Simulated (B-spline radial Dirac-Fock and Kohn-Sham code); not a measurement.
**Form factor and incoherent scattering function of Xe⁵⁰⁺**

System: xenon as Xe⁵⁰⁺ in the configuration [He] 2s2.

Calculated with an atomic code on a B-spline grid, using configuration-average Dirac-Fock orbitals. f₀ is the Fourier transform of the spherical electron density, S the Waller-Hartree incoherent function, and s = sin θ/λ. The electron scattering factor follows from the Mott-Bethe formula f_e = 0.023934 Å⁻¹·(Z − f₀)/s².

| s (Å⁻¹) | f₀ | S | f_e (Å) |
| --- | --- | --- | --- |
| 0 | 4.000 | 0.000 | – |
| 0.03 | 4.000 | 0.000 | 1329.672 |
| 0.04 | 4.000 | 0.001 | 747.943 |
| 0.05 | 3.999 | 0.001 | 478.685 |
| 0.06 | 3.999 | 0.002 | 332.422 |
| 0.07 | 3.999 | 0.002 | 244.230 |
| 0.09 | 3.998 | 0.003 | 147.746 |
| 0.11 | 3.997 | 0.005 | 98.906 |
| 0.14 | 3.996 | 0.008 | 61.061 |
| 0.16 | 3.994 | 0.011 | 46.751 |
| 0.2 | 3.991 | 0.017 | 29.923 |
| 0.24 | 3.988 | 0.025 | 20.781 |
| 0.3 | 3.981 | 0.039 | 13.302 |
| 0.36 | 3.972 | 0.055 | 9.239 |
| 0.44 | 3.959 | 0.082 | 6.186 |
| 0.54 | 3.938 | 0.123 | 4.109 |
| 0.66 | 3.908 | 0.181 | 2.752 |
| 0.8 | 3.866 | 0.260 | 1.875 |
| 0.98 | 3.802 | 0.379 | 1.251 |
| 1.19 | 3.714 | 0.536 | 0.850 |
| 1.45 | 3.588 | 0.749 | 0.574 |
| 1.77 | 3.414 | 1.022 | 0.386 |
| 2.16 | 3.184 | 1.343 | 0.261 |

f₀ starts at the number of electrons, 4. The sum of ⟨r²⟩ over the electrons is 0.02931 bohr². For an ion f_e diverges as s goes to zero, because of the net charge.
